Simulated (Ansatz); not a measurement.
Cdn (charge +1): gap (eV) at several levels, gas phase, relaxed structures; Ansatz. Clusters are the lowest isomers that short searches found in that spin, judged at the geometry's level. Core potentials for Cd in the def2 sets, no spin–orbit coupling. HOMO and LUMO are taken over both spins. The structures are stationary points that may keep the symmetry of their start.

```csv
species,state,geometry,LDA (SPW92)/def2-TZVP,PBE/def2-SVP,PBE/def2-TZVP,r2SCAN/def2-TZVP,PBE0/def2-SVP,PBE0/def2-TZVP
Cd3⁺,doublet,r2SCAN/def2-TZVP,0.34,0.42,0.43,0.97,1.76,1.77
Cd6⁺,doublet,PBE/def2-SVP,0.17,0.22,0.23,0.51,1.26,1.27
```

**Question.** Estimate the rows for Cd7⁺ (doublet, PBE/def2-SVP geometry).

**Answer.** 
```json
{"species": "Cd7⁺", "state": "doublet", "geometry": "PBE/def2-SVP", "LDA (SPW92)/def2-TZVP": "0.16", "PBE/def2-SVP": "0.21", "PBE/def2-TZVP": "0.22", "r2SCAN/def2-TZVP": "0.49", "PBE0/def2-SVP": "1.23", "PBE0/def2-TZVP": "1.24"}
```

Over the 3 species that have every level, the mean is 0.22 at LDA (SPW92)/def2-TZVP, 0.29 at PBE/def2-SVP, 0.29 at PBE/def2-TZVP, 0.66 at r2SCAN/def2-TZVP, 1.41 at PBE0/def2-SVP, 1.43 at PBE0/def2-TZVP. Orbital gaps grow with the share of exact exchange and aren't one observable across functionals.
